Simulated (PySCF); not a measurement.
Fractional electron number in Ni²⁺ (nickel, charge +2)

The 3d beta orbital of [Ar] 3d8 is emptied in steps (occupation f), with all orbitals relaxed, ending at [Ar] 3d7. All numbers are calculated (PySCF 2.14, the non-relativistic Hamiltonian (point nucleus), in aug-pcseg-2 (7s5p4d3f2g, 81 functions)). The exact energy is a straight line in f; departures are measured from the line between the end points of the same method.

Task: Among PBE0, r2SCAN, LC-wPBE, which shows the largest delocalisation error (convex curve), and which is closest to linear?

Result: Most convex: r2SCAN (-2.008 eV at f = 0.5); closest to linear: LC-wPBE (-0.842 eV).

```json
{"f": "1", "PBE0 (eV)": "0.000", "r2SCAN (eV)": "0.000", "LC-wPBE (eV)": "0.000"}
{"f": "0.9", "PBE0 (eV)": "-0.507", "r2SCAN (eV)": "-0.718", "LC-wPBE (eV)": "-0.294"}
{"f": "0.7", "PBE0 (eV)": "-1.193", "r2SCAN (eV)": "-1.683", "LC-wPBE (eV)": "-0.697"}
{"f": "0.5", "PBE0 (eV)": "-1.430", "r2SCAN (eV)": "-2.008", "LC-wPBE (eV)": "-0.842"}
{"f": "0.3", "PBE0 (eV)": "-1.209", "r2SCAN (eV)": "-1.690", "LC-wPBE (eV)": "-0.717"}
{"f": "0.1", "PBE0 (eV)": "-0.521", "r2SCAN (eV)": "-0.724", "LC-wPBE (eV)": "-0.311"}
{"f": "0", "PBE0 (eV)": "0.000", "r2SCAN (eV)": "0.000", "LC-wPBE (eV)": "0.000"}
```

| method | E(f=0) − E(f=1) (eV) | −ε at f=1 (eV) | −ε at f=0.5 (eV) |
| --- | --- | --- | --- |
| PBE0 | 35.912 | 30.301 | 35.863 |
| r2SCAN | 36.026 | 28.062 | 36.006 |
| LC-wPBE | 36.257 | 33.022 | 36.194 |

Reference removal energy between the ground levels: 35.187 ± 0.019 eV (measured; NIST Atomic Spectra Database, ionization energies). The calculation has no spin-orbit coupling. The determinant left behind need not be the lowest term of the ion.
